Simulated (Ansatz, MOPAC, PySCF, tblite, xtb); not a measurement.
Energy landscape of H₃Al, singlet: map of symmetric stretch and umbrella angle. Scanned: Al-H bond length and angle between the Al-H bonds and the threefold axis (90 = planar).

- GFN2-xTB, 300 K electronic temperature (tblite)
- RHF/def2-SVP (PySCF)
- FCI/cc-pVDZ = full CI/cc-pVDZ, frozen core run with Ansatz (a quantum-chemistry and plane-wave program)
- RHF/cc-pVDZ (Ansatz)
- MP2/cc-pVDZ = MP2 on RHF/cc-pVDZ, frozen core (Ansatz)
- CCSD/cc-pVDZ = Ansatz with CCSD on RHF/cc-pVDZ, frozen core
- CCSD(T)/cc-pVDZ = Ansatz with CCSD(T) on RHF/cc-pVDZ, frozen core
- CCSDT/cc-pVDZ = CCSDT on RHF/cc-pVDZ, frozen core (Ansatz)
- CCSDT(Q)/cc-pVDZ = Ansatz with CCSDT(Q) on RHF/cc-pVDZ, frozen core
- RKS-CAM-B3LYP/cc-pVDZ = Ansatz with restricted CAM-B3LYP/cc-pVDZ
- RKS-PBE/cc-pVDZ = restricted PBE/cc-pVDZ run with Ansatz
- PM3, restricted, heats of formation (MOPAC)
- PM6, restricted, heats of formation (MOPAC)
- GFN1-xTB (xtb)
- RKS-B3LYP/6-31G* = restricted B3LYP/6-31G*, spherical d in PySCF
- RHF/3-21G = PySCF 2.14.0 with restricted Hartree-Fock/3-21G
- RMP2/3-21G = restricted MP2 (frozen core)/3-21G run with PySCF
- RKS-M06-2X/6-31G* = PySCF with restricted M06-2X/6-31G*, spherical d

Energies in kJ/mol at chosen points (x: Al-H bond length (Å); y: angle between the Al-H bonds and the threefold axis (90 = planar) (°)), relative to x = 1.61, y = 90:

| method | (1.54, 130) | (1.46, 113.21) | (1.83, 94.92) | (1.68, 90) | (1.68, 117.02) | (1.61, 113.21) | (1.46, 110.63) |
|---|---|---|---|---|---|---|---|
| GFN2-xTB | 309.2 | 120.1 | 77.9 | 16.0 | 148.5 | 102.5 | 97.9 |
| RHF | 380.8 | 160.5 | 105.3 | 17.7 | 172.9 | 117.3 | 133.7 |
| FCI/cc-pVDZ | 339.7 | 150.3 | 87.8 | 13.7 | 149.2 | 103.8 | 126.3 |
| RHF/cc-pVDZ | 381.6 | 161.9 | 98.3 | 15.5 | 170.2 | 116.7 | 135.3 |
| MP2/cc-pVDZ | 353.6 | 152.5 | 95.3 | 15.3 | 158.4 | 108.6 | 127.6 |
| CCSD/cc-pVDZ | 342.7 | 150.5 | 89.6 | 14.1 | 151.1 | 104.8 | 126.3 |
| CCSD(T)/cc-pVDZ | 340.1 | 150.3 | 88.4 | 13.9 | 149.6 | 104.0 | 126.2 |
| CCSDT/cc-pVDZ | 339.5 | 150.3 | 87.9 | 13.7 | 149.1 | 103.8 | 126.3 |
| CCSDT(Q)/cc-pVDZ | 339.5 | 150.3 | 87.8 | 13.7 | 149.1 | 103.8 | 126.3 |
| RKS-CAM-B3LYP/cc-pVDZ | 343.7 | 148.1 | 90.2 | 14.2 | 152.3 | 104.6 | 124.0 |
| RKS-PBE/cc-pVDZ | 324.5 | 151.2 | 71.9 | 8.9 | 135.6 | 96.5 | 128.8 |
| PM3 | -13.6 | 18.3 | 143.9 | 31.9 | 23.3 | 10.0 | 16.1 |
| PM6 | 387.1 | 177.9 | 175.6 | 32.9 | 190.3 | 121.6 | 148.9 |
| GFN1-xTB | 282.3 | 89.9 | 87.0 | 19.3 | 118.3 | 75.6 | 70.4 |
| RKS-B3LYP/6-31G* | 336.2 | 148.1 | 88.5 | 13.8 | 147.7 | 101.6 | 124.8 |
| RHF/3-21G | 371.8 | 169.1 | 90.0 | 12.2 | 161.8 | 113.0 | 143.4 |
| RMP2/3-21G | 351.4 | 167.9 | 77.5 | 8.9 | 148.3 | 106.1 | 143.7 |
| RKS-M06-2X/6-31G* | 334.3 | 145.1 | 94.6 | 15.5 | 150.2 | 102.1 | 121.6 |
